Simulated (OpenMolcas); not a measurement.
**3d6 along the 24-electron sequence**

| Quantity | Value |
| --- | --- |
| Program | OpenMolcas 26.06 |
| Method | SS-CASPT2, IPEA 0.25 Eh, imaginary shift 0.1 Eh |
| Basis | ANO-RCC-VQZP |
| Scalar Hamiltonian | DKH2, point nucleus |
| Spin-orbit coupling | RASSI with atomic mean-field integrals over the reference wave functions, term energies averaged over their components |

Active space for each ion: 6 electrons in 5 orbitals (3d); closed shells correlated by CASPT2: 3s 3p.

Computed levels in cm-1 above 5D4:

```csv
Level,Fe2+,Co3+,Cu5+
5D3,434,618,1130
5D2,739,1047,1886
5D1,935,1321,2370
5D0,1031,1455,2600
3P2(1),18920,22890,29310
3H6,19830,23970,30850
3H5,20040,24270,31330
3P1(1),20190,24700,32610
3H4,20200,24470,31550
weight of 5D in the lowest level (%),100,100,100
```

Measured, with the error of the calculation in %. Measured levels: Fe2+ from Corliss and Sugar, J. Phys. Chem. Ref. Data 11, 135 (1982); Co3+ from Sugar and Corliss, J. Phys. Chem. Ref. Data 10, 1097 (1981); Cu5+ from Sugar and Musgrove, J. Phys. Chem. Ref. Data 19, 527 (1990).

```tsv
Level	Fe2+	Co3+	Cu5+
5D3	436 (-0.4)	639 (-3.3)	1196 (-5.5)
5D2	739 (0)	1078 (-2.9)	1987 (-5.1)
5D1	932 (+0.3)		2490 (-5.0)
5D0	1027 (+0.4)	1494 (-2.6)	2733 (-4.9)
3P2(1)	19405 (-2.5)	22883 (+0.1)	29285 (+0.1)
3H6	20051 (-1.1)	23680 (+1.2)	30418 (+1.4)
3H5	20301 (-1.3)	24032 (+1.0)	31009 (+1.0)
3P1(1)	20688 (-2.4)	24729 (-0.1)	32685 (-0.2)
3H4	20482 (-1.4)	24272 (+0.8)	31288 (+0.8)
```

The fine-structure level 5D0 changes by a factor of 2.52 from Fe2+ to Cu5+. Its fourth root runs 5.67, 6.18, 7.14, with steps per unit of Z of 0.51, 0.48; equal steps would mean a (Z - σ)^4 law with constant σ.

3P2(1) changes by a factor of 1.55 over the same range, with steps per unit of Z of +3970, +3210 cm-1.

CASPT2 breaks the degeneracy within a term, and the mean is taken; among the terms shown or strongly mixed into the levels shown the widest spread is 140 cm-1 (3d6 3F(1), Co3+). Computed and measured levels are paired by configuration, term and J; levels that our copy of the source lacks, or whose pairing is in doubt (as where it misses far off the trend of its configuration), stay unpaired and out of the deviations. Only configurations of the active space appear.

A number in round brackets counts repeated terms of one configuration in the order of the reference energies.
